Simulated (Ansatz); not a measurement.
## C2H5NaSi: structure from calculated spectroscopic constants

These gas-phase data were calculated for one isomer of C2H5NaSi at PBE0-D3(BJ)/pcseg-1 (harmonic, unscaled wavenumbers; equilibrium rotational constants with average atomic masses):

* rotational constants: 6.856, 2.544, 1.877 GHz
* all wavenumbers above 1500 cm⁻¹: 3219, 3149, 3140, 3125, 3043

Candidates:

(1) `C=C[SiH2][Na]`, a singlet
(2) `C=[Si](C)[Na]`, a singlet
(3) `[Na][SiH]1CC1`, a singlet

Which candidate do the data belong to?

Candidate (2). No mode falls between 2000 and 2380 cm⁻¹, where the Si–H stretch of (1), (3) would stand.

The same quantities for all candidates:

```
     rotational constants (GHz)         wavenumbers above 1500 cm⁻¹  E above the lowest, PBE0-D3(BJ)/pcseg-1 (kcal/mol)
(1)          9.52, 1.958, 1.748  3221, 3139, 3119, 2141, 2133, 1661                                                 0.0
(2)         6.856, 2.544, 1.877        3219, 3149, 3140, 3125, 3043                                                 0.9
(3)         11.76, 2.159, 2.132        3219, 3203, 3131, 3124, 2128                                                 0.3
```

Each candidate is one conformer. Programs: Ansatz 0.2.0.
